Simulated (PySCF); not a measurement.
## How methods differ on the excitation energy of Ge

Ge [Ar] 3d10 4s2 4p2 (3P) → Ge [Ar] 3d10 4s2 4p1 5s1 (3P), as a difference of total energies. Calculation: PySCF 2.14, in x2c-TZVPPall with one added diffuse shell each of s, p, d type (7s6p5d1f, 57 functions); scalar relativity by spin-free X2C-1e. Correlated levels: valence: [Ar] 3d10 frozen; valence and next inner shell: [Ne] frozen. The calculations carry no spin-orbit coupling.

```csv
method,excitation energy (eV)
UHF,4.705
LDA,4.722
PBE,4.651
PBE0,4.757
r2SCAN,4.968
r2SCAN0,4.973
BLYP,4.604
PBEsol,4.687
B3LYP,4.712
MP2 (valence),4.819
SCS-MP2 (valence),4.799
MP2 (valence and next inner shell),4.876
SCS-MP2 (valence and next inner shell),4.832
```

Q: How much does correlation contribute at MP2 (valence and next inner shell)?

A: 4.876 − (4.705) = 0.171 eV, measured against UHF.

Errors of the correlated levels include the incompleteness of this basis and the frozen core.

The promoted electron is Rydberg-like, and one or two diffuse shells describe it only roughly, which tends to raise the upper state.

For comparison: 4.648 eV (measured; NIST levels, between the centres of gravity of the two terms).
